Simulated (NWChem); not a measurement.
System: MoOClF3; SMILES [O]=[Mo]([F])([F])([F])[Cl]

NWChem input:

```
start job
memory heap 200 mb stack 900 mb global 1100 mb
geometry units angstroms noautoz
  Mo     0.072666     0.219782     0.000000
  O      1.688583     0.472992     0.000000
  F     -0.348012     0.192750     1.787163
  F     -0.348012     0.192750    -1.787163
  F     -0.748175     1.862730     0.000000
  Cl    -0.189962    -2.037697     0.000000
end
basis spherical
  Mo library def2-svp
  O library def2-svp
  F library def2-svp
  Cl library def2-svp
end
ecp
  Mo library def2-ecp
end
dft
  xc xcamb88 1.00 lyp 0.81 vwn_5 0.19 hfexch 1.00
  cam 0.33 cam_alpha 0.19 cam_beta 0.46
  iterations 150
  mulliken
end
task dft energy
```

Parts of the log:

```
             Northwest Computational Chemistry Package (NWChem) 7.3.0
             --------------------------------------------------------

 CS  symmetry detected

                             Geometry "geometry" -> ""
                             -------------------------

 Output coordinates in angstroms (scale by  1.889725989 to convert to a.u.)

  No.       Tag          Charge          X              Y              Z
 ---- ---------------- ---------- -------------- -------------- --------------
    1 Mo                  42.0000     0.07082370    -0.23408126     0.00000000
    2 O                    8.0000     1.68854072    -0.47552419     0.00000000
    3 F                    9.0000    -0.35003989    -0.21011159     1.78716300
    4 F                    9.0000    -0.35003989    -0.21011159    -1.78716300
    5 F                    9.0000    -0.73803847    -1.88295968     0.00000000
    6 Cl                  17.0000    -0.20822688     2.02142660     0.00000000

 Effective nuclear repulsion energy (a.u.)     789.9448949872

      Symmetry information
      --------------------

 Group name             Cs
 Group number              2
 Group order               2
 No. of unique centers     5

                                 NWChem DFT Module
                                 -----------------

 Summary of "ao basis" -> "ao basis" (spherical)
 ------------------------------------------------------------------------------
       Tag                 Description            Shells   Functions and Types
 ---------------- ------------------------------  ------  ---------------------
 Mo                         def2-svp                11       31   5s3p2d1f
 O                          def2-svp                 6       14   3s2p1d
 F                          def2-svp                 6       14   3s2p1d
 Cl                         def2-svp                 8       18   4s3p1d

      Symmetry analysis of basis
      --------------------------

        a'         68
        a"         37

            General Information
            -------------------
          SCF calculation type: DFT
          Wavefunction type:  closed shell.
          No. of atoms     :     6
          No. of electrons :    66
           Alpha electrons :    33
            Beta electrons :    33
          Charge           :     0
          Spin multiplicity:     1
          Use of symmetry is: on ; symmetry adaption is: on
          Maximum number of iterations: 150
          AO basis - number of functions:   105
                     number of shells:    43
          Convergence on energy requested:  1.00D-06
          Convergence on density requested:  1.00D-05
          Convergence on gradient requested:  5.00D-04

              XC Information
              --------------
                     Hartree-Fock (Exact) Exchange  1.000
                   CAM-Becke88 Exchange Functional  1.000
                      VWN V Correlation Functional  0.190 local
              Lee-Yang-Parr Correlation Functional  0.810

           Range-Separation Parameters
           ---------------------------
           Alpha           :  0.19
           Beta            :  0.46
           Gamma           :  0.33
           Short-Range HF  :     F

             Grid Information
             ----------------
          Grid used for XC integration:  medium
          Radial quadrature: Mura-Knowles
          Angular quadrature: Lebedev.
          Tag              B.-S. Rad. Rad. Pts. Rad. Cut. Ang. Pts.
          ---              ---------- --------- --------- ---------
          Mo                  1.45      123           8.0       590
          O                   0.60       49           8.0       434
          F                   0.50       49          10.0       434
          Cl                  1.00       88           9.0       590
          Grid pruning is: on
          Number of quadrature shells:   358
          Spatial weights used:  Erf1

      Superposition of Atomic Density Guess
      -------------------------------------

 Sum of atomic energies:        -909.18419511

      Non-variational initial energy
      ------------------------------

 Total energy =    -899.314693
 1-e energy   =   -2044.426765
 2-e energy   =     756.326858
 HOMO         =      -0.454804
 LUMO         =      -0.060491

      Symmetry analysis of molecular orbitals - initial
      -------------------------------------------------

  Numbering of irreducible representations:

     1 a'          2 a"

  Orbital symmetries:

     1 a'          2 a'          3 a"          4 a'          5 a'
     6 a'          7 a'          8 a'          9 a"         10 a'
    11 a'         12 a"         13 a'         14 a'         15 a'
    16 a"         17 a'         18 a'         19 a'         20 a"
    21 a'         22 a"         23 a'         24 a'         25 a'
    26 a"         27 a"         28 a'         29 a"         30 a'
    31 a'         32 a"         33 a'         34 a"         35 a'
    36 a"         37 a'         38 a'         39 a'         40 a"
    41 a'         42 a'         43 a'

     ---------------------------------------------
      Total Density - Mulliken Population Analysis
     ---------------------------------------------

    Atom       Charge   Shell Charges
 -----------   ------   -------------------------------------------------------
    1 Mo  14    10.50  -0.38  1.54  0.88  0.18  0.04  5.96  0.26  0.08  1.54  0.30  0.09
    2 O    8     9.00   1.99  1.16  0.74  3.16  1.94  0.01
    3 F    9     9.67   1.99  1.15  0.81  3.55  2.16  0.00
    4 F    9     9.67   1.99  1.15  0.81  3.55  2.16  0.00
    5 F    9     9.67   1.99  1.15  0.81  3.55  2.16  0.00
    6 Cl  17    17.49   2.00  1.99  1.23  0.71  5.94  2.20  3.41  0.01

   convergence    iter        energy       DeltaE   RMS-Dens  Diis-err
 ---------------- ----- ----------------- --------- --------- ---------
 d= 0,ls=0.0,diis     1   -902.1252079886 -1.29D+03  4.64D-02  5.22D+00
 d= 0,ls=0.0,diis     2   -896.8906597768  5.23D+00  3.50D-02  5.50D+01
 d= 0,ls=0.0,diis     3   -902.6709901809 -5.78D+00  6.74D-03  1.23D+00
 d= 0,ls=0.0,diis     4   -902.7553501046 -8.44D-02  2.11D-03  3.17D-01
 d= 0,ls=0.0,diis     5   -902.7834336387 -2.81D-02  5.31D-04  7.98D-03
  Resetting Diis
 d= 0,ls=0.0,diis     6   -902.7841132242 -6.80D-04  2.12D-04  2.13D-03
 d= 0,ls=0.0,diis     7   -902.7843111764 -1.98D-04  1.21D-04  8.82D-05
 d= 0,ls=0.0,diis     8   -902.7842856466  2.55D-05  8.69D-05  3.85D-04
 d= 0,ls=0.0,diis     9   -902.7843193111 -3.37D-05  1.89D-05  1.30D-05
 d= 0,ls=0.0,diis    10   -902.7843204893 -1.18D-06  7.82D-06  1.19D-06
 d= 0,ls=0.0,diis    11   -902.7843206683 -1.79D-07  8.39D-06  8.20D-08

         Total DFT energy =     -902.784320668334
      One electron energy =    -2045.710268744089
           Coulomb energy =      829.947121494352
    Exchange-Corr. energy =      -75.806387383304
 Nuclear repulsion energy =      388.785213964707

 Numeric. integr. density =       65.999998686777

                  Occupations of the irreducible representations
                  ----------------------------------------------

                     irrep           alpha         beta
                     --------     --------     --------
                     a'               23.0         23.0
                     a"               10.0         10.0

                       DFT Final Molecular Orbital Analysis
                       ------------------------------------

 Vector   31  Occ=2.000000D+00  E=-4.681184D-01  Symmetry=a'
              MO Center= -1.2D-01,  1.1D+00,  2.7D-13, r^2= 3.6D+00
   Bfn.  Coefficient  Atom+Function         Bfn.  Coefficient  Atom+Function
  ----- ------------  ---------------      ----- ------------  ---------------
    99      0.458688  6 Cl py                96      0.378005  6 Cl py
    93      0.218887  6 Cl py                 7      0.208359  1 Mo py
    78     -0.191477  5 F  py                36     -0.179521  2 O  py
    50     -0.154023  3 F  py                64     -0.154023  4 F  py
    77     -0.145743  5 F  px                 4     -0.136003  1 Mo s

 Vector   32  Occ=2.000000D+00  E=-4.258374D-01  Symmetry=a'
              MO Center= -4.6D-02,  1.7D+00,  7.6D-16, r^2= 2.0D+00
   Bfn.  Coefficient  Atom+Function         Bfn.  Coefficient  Atom+Function
  ----- ------------  ---------------      ----- ------------  ---------------
    98      0.581018  6 Cl px                95      0.452027  6 Cl px
    92      0.260686  6 Cl px                36     -0.179541  2 O  py
    39     -0.141086  2 O  py                99      0.101175  6 Cl py
    35     -0.096873  2 O  px                96      0.076490  6 Cl py
     6     -0.069699  1 Mo px                38     -0.066895  2 O  px

 Vector   33  Occ=2.000000D+00  E=-4.206938D-01  Symmetry=a"
              MO Center= -2.1D-01,  1.7D+00, -1.2D-14, r^2= 2.0D+00
   Bfn.  Coefficient  Atom+Function         Bfn.  Coefficient  Atom+Function
  ----- ------------  ---------------      ----- ------------  ---------------
   100      0.586922  6 Cl pz                97      0.457518  6 Cl pz
    94      0.263141  6 Cl pz                50      0.176392  3 F  py
    64     -0.176392  4 F  py                53     -0.124037  3 F  py
    67      0.124037  4 F  py                16      0.111874  1 Mo d -1
    11      0.052225  1 Mo pz                51     -0.041206  3 F  pz

 Vector   34  Occ=0.000000D+00  E=-1.516944D-01  Symmetry=a"
              MO Center= -3.0D-02, -1.2D-01, -1.8D-14, r^2= 1.8D+00
   Bfn.  Coefficient  Atom+Function         Bfn.  Coefficient  Atom+Function
  ----- ------------  ---------------      ----- ------------  ---------------
    16      0.893653  1 Mo d -1             100     -0.219843  6 Cl pz
    50      0.196940  3 F  py                64     -0.196940  4 F  py
    79     -0.175809  5 F  pz                53     -0.158302  3 F  py
    67      0.158302  4 F  py                82      0.141934  5 F  pz
    97     -0.136524  6 Cl pz                21      0.088645  1 Mo d -1

 Vector   35  Occ=0.000000D+00  E=-9.643871D-02  Symmetry=a'
              MO Center=  3.7D-01, -1.4D-01,  1.3D-15, r^2= 2.1D+00
   Bfn.  Coefficient  Atom+Function         Bfn.  Coefficient  Atom+Function
  ----- ------------  ---------------      ----- ------------  ---------------
    15      0.803200  1 Mo d -2              36     -0.352065  2 O  py
    39     -0.314923  2 O  py                19      0.302742  1 Mo d  2
    99     -0.228096  6 Cl py                78      0.160301  5 F  py
    96     -0.133599  6 Cl py                98     -0.127601  6 Cl px
    81     -0.123976  5 F  py                20      0.099328  1 Mo d -2

 Vector   36  Occ=0.000000D+00  E=-8.781075D-02  Symmetry=a"
              MO Center=  3.5D-01, -2.8D-01,  3.5D-15, r^2= 1.7D+00
   Bfn.  Coefficient  Atom+Function         Bfn.  Coefficient  Atom+Function
  ----- ------------  ---------------      ----- ------------  ---------------
    18      0.891130  1 Mo d  1              37      0.345610  2 O  pz
    40      0.301305  2 O  pz                51     -0.144957  3 F  pz
    65     -0.144957  4 F  pz                49     -0.127903  3 F  px
    63      0.127903  4 F  px                54      0.112370  3 F  pz
    68      0.112370  4 F  pz                14      0.101455  1 Mo pz

     ---------------------------------------------
      Total Density - Mulliken Population Analysis
     ---------------------------------------------

    Atom       Charge   Shell Charges
 -----------   ------   -------------------------------------------------------
    1 Mo  14    12.80  -0.40  1.66  0.80  0.22 -0.00  6.03  0.53  0.13  3.17  0.53  0.14
    2 O    8     8.20   1.99  1.15  0.74  2.75  1.55  0.02
    3 F    9     9.29   1.99  1.13  0.82  3.33  2.02  0.00
    4 F    9     9.29   1.99  1.13  0.82  3.33  2.02  0.00
    5 F    9     9.30   1.99  1.13  0.82  3.33  2.02  0.00
    6 Cl  17    17.11   2.00  1.98  1.28  0.66  5.93  2.17  3.08  0.02

     -------------------------------------------
      Total Density - Lowdin Population Analysis
     -------------------------------------------

    Atom       Charge   Shell Charges
 -----------   ------   -------------------------------------------------------
    1 Mo  14    13.83   0.00  0.98  0.92  0.31  0.13  5.65  1.00  0.34  2.90  1.38  0.21
    2 O    8     8.01   1.98  0.99  0.65  2.63  1.73  0.03
    3 F    9     9.12   1.98  1.02  0.75  3.21  2.15  0.01
    4 F    9     9.12   1.98  1.02  0.75  3.21  2.15  0.01
    5 F    9     9.12   1.98  1.03  0.75  3.21  2.15  0.01
    6 Cl  17    16.80   2.00  1.96  1.03  0.73  5.82  2.27  2.98  0.02

     Multipole analysis of the density
     ---------------------------------

     L   x y z        total         alpha         beta         nuclear
     -   - - -        -----         -----         ----         -------
     0   0 0 0     -0.000000    -33.000000    -33.000000     66.000000

     1   1 0 0      0.030542      1.888994      1.888994     -3.747447
     1   0 1 0      0.198231     -6.093777     -6.093777     12.385784
     1   0 0 1      0.000000      0.000000      0.000000      0.000000

     2   2 0 0    -40.705421    -75.212267    -75.212267    109.719113
     2   1 1 0     -0.771083     -0.421124     -0.421124      0.071165
     2   1 0 1     -0.000000     -0.000000     -0.000000      0.000000
     2   0 2 0    -42.298193   -208.175366   -208.175366    374.052539
     2   0 1 1     -0.000000     -0.000000     -0.000000      0.000000
     2   0 0 2    -44.022951   -124.663734   -124.663734    205.304518
```

Level: CAM-B3LYP/def2-SVP with def2 effective core potentials on Mo. Coordinates come from a PBE0/def2-SVP optimisation. No frequency run checked for a minimum. def2 effective core potentials on Mo; no spin-orbit coupling.
